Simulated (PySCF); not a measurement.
# Radial density of C²⁺ (carbon, charge +2)

UHF, [He] 2s1 3d1, high-spin 3D determinant (an excited configuration). Calculation: PySCF 2.14, in aug-cc-pVTZ with one added diffuse shell each of s, p, d, f type (6s5p4d3f, 62 functions); no relativity, point nucleus.

```csv
r (bohr),4πr²ρ (e/bohr),4πr²(ρα − ρβ)
0.00499,0.03735,0.0014
0.00839,0.1019,0.0038
0.0141,0.2682,0.0101
0.0238,0.6774,0.0254
0.0399,1.578,0.0585
0.0672,3.236,0.1165
0.113,5.332,0.1768
0.190,6.144,0.1523
0.320,3.928,0.0134
0.538,1.151,0.1596
0.905,0.8536,0.8010
1.52,0.7397,0.7395
2.56,0.3827,0.3826
4.31,0.1882,0.1882
7.24,0.007998,0.0080
12.2,4.192e-05,0.0000
```

The outer electron is Rydberg-like, and this basis confines it to a smaller radius and binds it less than a complete one would.
